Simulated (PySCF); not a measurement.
## Working with the constants of NdSi

PBE constants of NdSi, septet, about 3.9 electrons in the 4f shell (Mulliken), real f orbitals that mix terms (Nd x2c-TZVPall, Si x2c-TZVPall; spin-free X2C with a Gaussian nucleus (PySCF 2.14); masses 141.9077 and 27.9769 u):

| Item | Value |
| --- | --- |
| ωe | 244.9 cm⁻¹ |
| ωexe | 0.867 cm⁻¹ |
| Be | 0.090339 cm⁻¹ |
| αe | 0.000411 cm⁻¹ |
| D (centrifugal) | 4.92e-08 cm⁻¹ |
| De to Nd (4f4 6s2) + Si | 2.16 eV |

Task: Give the vibrational terms G(v) and spacings up to v = 6.

Result: G(v) = ωe(v+½) − ωexe(v+½)².

| v | G(v) (cm⁻¹) | G(v) − G(v−1) | Bv (cm⁻¹) |
| --- | --- | --- | --- |
| 0 | 122.2 |  | 0.09013 |
| 1 | 365.4 | 243.2 | 0.08972 |
| 2 | 606.8 | 241.4 | 0.08931 |
| 3 | 846.5 | 239.7 | 0.08890 |
| 4 | 1084.5 | 238.0 | 0.08849 |
| 5 | 1320.7 | 236.2 | 0.08808 |
| 6 | 1555.2 | 234.5 | 0.08767 |

Task: How well does the Morse estimate ωe²/(4ωexe) reproduce De, and what is D0?

Result: It gives 2.14 eV, 99 % of the computed De. D0 = De − G(0) = 2.16 − 0.02 = 2.14 eV.

These are scalar-relativistic numbers at best; spin–orbit coupling would shift them, the dissociation energy most. Counting both spins, an empty level lies below a filled one in this solution, because spin and occupation are held. With d or f electrons several states lie close, and the lowest PBE0 determinant need not be the measured ground state.
